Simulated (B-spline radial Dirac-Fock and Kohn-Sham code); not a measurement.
# Two-hole binding energies of Ti⁷⁺

System: titanium as Ti⁷⁺, 1s2 2s2 2p6 3s2 3p3.

Model: relaxed Dirac-Fock hole states (ΔSCF) with Breit and QED corrections and a finite nucleus. Program: a B-spline atomic structure program. U is the two-hole binding energy less the two single-hole energies, the effective repulsion of the holes after relaxation. Each two-hole energy is an average over J within one jj subconfiguration.

```
       holes  E(a) (eV)  E(b) (eV)  E(ab) (eV)  U (eV)
        1s⁻²     5129.4     5129.4     10582.3   323.5
1s⁻¹ 2p3/2⁻¹     5129.4      613.9      5837.5    94.1
        2s⁻²      721.3      721.3      1508.6    65.9
2s⁻¹ 2p3/2⁻¹      721.3      613.9           ?       ?
2p3/2⁻¹ 3s⁻¹      613.9      192.3       838.1    31.9
```

Q: Give the missing two-hole energy and U.

A: E(ab) = 1396.2 eV and U = 60.9 eV.

Run: 17 s of CPU time on 1 thread of Neoverse-N1 (shared host), peak memory 0.30 GiB.

Values without a named source are computed, but for edge energies of neutral atoms, which are taken from tables.
